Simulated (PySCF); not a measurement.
C3H3ClF2, SMILES F[C@@H]1[C@H](F)[C@H]1Cl. Heavy atoms are numbered as in [F:1][C@@H:2]1[C@H:3]([F:4])[C@H:5]1[Cl:6]. Hydrogens are named by the atom that carries them.

The structure is a stationary point at PBE0-D3(BJ)/def2-SVP. The structure was generated by enumeration; whether it is a known compound was not checked.

Method: PySCF with KT2/pcSseg-1.

GIAO shieldings, no solvent; atoms alike by connectivity are averaged. δ = σ(ref) − σ: ¹⁹F against CFCl3 (σ = 127.1 ppm); ¹³C against TMS (σ = 185.1 ppm); ³⁵Cl against HCl (σ = 945.4 ppm); ¹H against TMS (σ = 31.47 ppm), references at their B3LYP-D3(BJ)/def2-TZVP geometries, non-relativistic (without spin–orbit terms, shifts of atoms bonded to Cl or Br come out too high).

### Question
Estimate the chemical shifts. (The exact figures need the calculation; the answer reports its results.)

### Answer

| nucleus | atoms | count | δ (ppm) |
|---|---|---|---|
| ¹⁹F | F1 | 2 | -275.3 |
| ¹³C | C2 (CH) | 2 | 80.3 |
| ¹³C | C5 (CH) | 1 | 40.7 |
| ³⁵Cl | Cl6 | 1 | 121.5 |
| ¹H | H on C2 | 2 | 4.38 |
| ¹H | H on C5 | 1 | 3.40 |
